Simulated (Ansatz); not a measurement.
```yaml
crystal:
  periodic: [false, false, false]
  atoms:
    - {symbol: Al, position_ang: [-0.648063, 1.904357, -0.407655]}
    - {symbol: B, position_ang: [-0.349566, -0.239043, 0.565978]}
    - {symbol: C, position_ang: [0.994348, -1.327836, 0.272838]}
    - {symbol: Cl, position_ang: [-0.339440, -2.011175, -1.115273]}
    - {symbol: H, position_ang: [-1.277470, 2.149488, -2.060859]}
    - {symbol: H, position_ang: [-0.269640, 3.379175, 0.531462]}
    - {symbol: H, position_ang: [-1.224740, -0.688667, 1.483474]}
    - {symbol: H, position_ang: [1.224170, -2.242765, 1.042725]}
    - {symbol: H, position_ang: [1.989520, -0.975391, -0.331841]}
basis:
  gaussian: {orbitals: def2-TZVPD, final_grid: {core_spheres: 1, valence_spheres: 1, degree: 1}}
hamiltonian: {xc: {name: r2SCAN}}
output: {forces: true}
```

```sh
$ ansatz run in.yaml --threads 2 --pin off --events-out ev --progress --plain --max-ram 4352MiB
```

Output, abridged:

```
Functional definition: r2SCAN
1138 factors; their error is unknown
mean field evaluation 1: about -20904.1264 eV, gradient 4.3e1 eV
mean field evaluation 2: about -20891.8346 eV, gradient 7.3e1 eV
mean field evaluation 4: about -20909.3916 eV, gradient 3.0e0 eV
mean field evaluation 16: about -21172.2223 eV, gradient 6.4e1 eV
mean field evaluation 32: about -21261.2853 eV, gradient 3.3e0 eV
a density is far from that of the atoms, so the factors are made again for it
2006 factors; integrals over basis functions are off by at most 3.5e-4 eV
mean field evaluation 64: about -21261.1953 eV, gradient 1.0e1 eV
mean field -21261.63868252 eV, -781.3508099263 hartree, gradient 2.0e-5 eV, S^2 0.000000; 0 other end points of the search recorded, 0 dependent functions left out
reference -21261.63868310 eV, -781.3508099477 hartree; 23, 23 occupied and 185, 185 virtual orbitals, 2006 factors
Total energy: -21261.63868310 eV, -781.3508099477 hartree
Atom 0 at    -0.648063     1.904357    -0.407655 Å, force    33.572819   -45.835371    -2.061148 eV/Å
Atom 1 at    -0.349566    -0.239043     0.565978 Å, force    12.793403   -14.435786    -8.418774 eV/Å
Atom 2 at     0.994348    -1.327836     0.272838 Å, force    -9.259733    35.330952    21.589469 eV/Å
Atom 3 at    -0.339440    -2.011175    -1.115273 Å, force   -12.874987     0.993202    -7.546989 eV/Å
Atom 4 at    -1.277470     2.149488    -2.060859 Å, force    -4.378931    -2.191864     8.576679 eV/Å
Atom 5 at    -0.269640     3.379175     0.531462 Å, force   -13.739166    28.296144     4.506171 eV/Å
Atom 6 at    -1.224740    -0.688667     1.483474 Å, force    -3.938246     1.462870    -1.814200 eV/Å
Atom 7 at     1.224170    -2.242765     1.042725 Å, force    -7.236803    -1.974052    -4.168858 eV/Å
Atom 8 at     1.989520    -0.975391    -0.331841 Å, force     5.061643    -1.646096   -10.662351 eV/Å
Dipole moment:     2.177242     4.796909     1.508001 e Å
```

Problem. What is wrong with this run?

Solution. The integration grid is far too coarse. The run converged. The result belongs to that input, not to the molecule as meant.
